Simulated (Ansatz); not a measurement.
`C[B](Br)[SnH3]` + H₂S → `CB(S)Br` + `[SnH4]`  (cleavage of the B–Sn bond)

Isolated molecules relaxed with PBE0-D4/def2-TZVP in Ansatz; ΔE leaves out vibrations. CCSD(T)/CBS adds triple-zeta CCSD(T) − MP2 to the extrapolated MP2 energy (def2 sets, frozen cores). This one scheme is used for every species. Functionals use def2-TZVPP. B3LYP here is the variant with VWN-RPA as its local correlation; programs differ in this. HSE06 is defined as in plane-wave codes. Elements past krypton have def2 core potentials. For Br, Sn outer-core shells are correlated without core-valence functions, which leaves a few kJ/mol of doubt a bond. Scalar relativity is left out up to krypton. Each species was taken in one conformer, which may not be the lowest.

`C[B](Br)[SnH3]`:

Z-matrix (Å, degrees):
```
C
B 1 1.550
H 1 1.096 2 110.1
H 1 1.091 2 115.1 3 124.2
H 1 1.098 2 108.4 3 -113.9
Br 2 1.917 1 119.7 3 -128.5
Sn 2 2.260 1 123.7 3 52.1
H 7 1.709 2 110.7 1 -119.1
H 7 1.708 2 111.0 1 121.5
H 7 1.713 2 111.9 1 1.1
```

H₂S:

```xyz
3

S    -0.166   -0.348    0.485
H    -0.370   -0.440   -0.837
H     0.536    0.787    0.352
```

`CB(S)Br`:

Z-matrix (Å, degrees):
```
C
B 1 1.556
H 1 1.091 2 114.0
H 1 1.095 2 109.8 3 122.0
H 1 1.095 2 109.8 3 -122.0
S 2 1.785 1 126.2 3 0.0
Br 2 1.930 1 119.2 3 -180.0
H 6 1.345 2 96.9 1 0.0
```

`[SnH4]`:

Cartesian coordinates in Å:
```
Sn 0.000 0.000 0.000
H -0.217 -1.177 1.213
H 1.044 -0.608 -1.202
H 0.680 1.403 0.686
H -1.507 0.382 -0.697
```

(1) Is it downhill or uphill in electronic energy at CCSD(T)/CBS, and by how much? (Best estimate.)

(2) What do these levels give: PBE-D4, B3LYP-D4, HSE06-D4, PBE, BLYP, BHLYP, CAM-B3LYP, CCSD/def2-SVP, CCSD(T)/def2-SVP, HF/def2-TZVPP, CCSD/def2-TZVPP, MP2/CBS(def2)? (Best estimate.)

Largest T1 diagnostic among the species: 0.013.

Results:

(1) The calculation gave: Downhill: ΔE = -81.3 kJ/mol.

(2) Ansatz gave: PBE-D4 -90.3, B3LYP-D4 -90.5, HSE06-D4 -91.2, PBE -90.7, BLYP -89.1, BHLYP -93.4, CAM-B3LYP -93.7, CCSD/def2-SVP -98.8, CCSD(T)/def2-SVP -100.1, HF/def2-TZVPP -93.1, CCSD/def2-TZVPP -86.1, MP2/CBS(def2) -84.8 kJ/mol.

From BLYP to BHLYP (50 % exact exchange), in def2-TZVPP and without D4, ΔE moves by −4.3 kJ/mol. Leaving LDA and LC-ωPBE aside and taking each functional with its dispersion term where it has one, the values, not all of them listed here, spread over 14.7 kJ/mol, from B97M-V to BLYP-D4. LDA lies −5.8 kJ/mol from PBE without D4. At CCSD(T), def2-SVP lies −18.8 kJ/mol from the extrapolated value and def2-TZVPP −5.8 kJ/mol.
